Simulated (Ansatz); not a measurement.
`C#[C][GeH2][SbH2]`. Total charge 0; spin multiplicity 1. Sb takes the def2 core potential.

Cartesian coordinates in Å:
```
C -2.560 0.349 -0.629
C -1.513 -0.122 -0.260
Ge 0.172 -0.782 0.321
Sb 1.703 1.304 0.736
H -3.489 0.756 -0.956
H -0.046 -1.553 1.633
H 0.713 -1.733 -0.756
H 1.939 1.482 -0.946
H 3.082 0.300 0.858
```

Problem. List the harmonic frequencies (cm⁻¹, unscaled) at PBE0-D4/def2-TZVP in Ansatz. (An estimate is asked.)

Solution. Ansatz gave: 66, 85, 217, 225, 287, 374, 514, 535, 555, 683, 711, 716, 722, 830, 862, 1959, 1970, 2148, 2156, 2158, 3466.

Problem. Is this a minimum?

Solution. Yes, all 21 modes are real.

Problem. Give the ideal-gas thermochemistry at 298.15 K and 1 bar (rigid rotor, harmonic oscillator; point group C1, symmetry number 1).

Solution. Zero-point energy 127.0 kJ/mol; H(298) − E = 149.0 kJ/mol; entropy 371.2 J/(mol·K), of which translation 176.3, rotation 120.4, vibration 74.4; G(298) − E = 38.3 kJ/mol. Modes under 100 cm⁻¹ are hindered rotations or soft bends, so the harmonic entropy is rough.

Problem. And at 400, 500, 600, 800 and 1000 K?

Solution. 
```json
{"T (K)": "400", "H − E (kJ/mol)": "161.2", "S (J/mol/K)": "406.5", "G − E (kJ/mol)": "-1.4"}
{"T (K)": "500", "H − E (kJ/mol)": "174.7", "S (J/mol/K)": "436.4", "G − E (kJ/mol)": "-43.5"}
{"T (K)": "600", "H − E (kJ/mol)": "189.1", "S (J/mol/K)": "462.7", "G − E (kJ/mol)": "-88.5"}
{"T (K)": "800", "H − E (kJ/mol)": "220.5", "S (J/mol/K)": "507.8", "G − E (kJ/mol)": "-185.7"}
{"T (K)": "1000", "H − E (kJ/mol)": "254.3", "S (J/mol/K)": "545.4", "G − E (kJ/mol)": "-291.1"}
```
